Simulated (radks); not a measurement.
Task: The hydrogen anion H-, [He], held by a Watson sphere: a shell of charge +1 at radius R that stands for the Madelung well of a crystal (potential energy -1/R inside, -1/r outside, in hartree with lengths in bohr). Calculated with a radial shooting solver on a logarithmic mesh with Libxc functionals: non-relativistic Kohn-Sham, LDA (Slater exchange, Perdew-Wang correlation), spin-unpolarised, spherical densities, point nucleus. Response by self-consistent Sternheimer equations with the Hartree and adiabatic LDA kernel. The sphere does not respond.

R (bohr)  e(1s) (eV)  <r> 1s (bohr)  sum of <r^2> (bohr^2)  X-ray form factor at sin(theta)/lambda = 0.2 1/angstrom  alpha (bohr^3)
1.5           -8.092          1.638                  7.099                                                    0.852           10.39
2.05          -6.725          1.841                  9.006                                                    0.715           16.53
2.22          -6.382          1.895                  9.578                                                    0.683           18.72
2.34          -6.158          1.932                  9.976                                                    0.664           20.35
2.65          -5.635          2.020                  10.98                                                    0.622           24.85
2.96          -5.179          2.098                  11.94                                                    0.590           29.78
3.15          -4.928          2.142                  12.51                                                    0.576           33.02
3.3           -4.743          2.175                  12.94                                                    0.566           35.68

Estimate the row for R = 1.54 bohr.

Result: e(1s) (eV) -7.976; <r> 1s (bohr) 1.654; sum of <r^2> (bohr^2) 7.240; X-ray form factor at sin(theta)/lambda = 0.2 1/angstrom 0.840; alpha (bohr^3) 10.79.
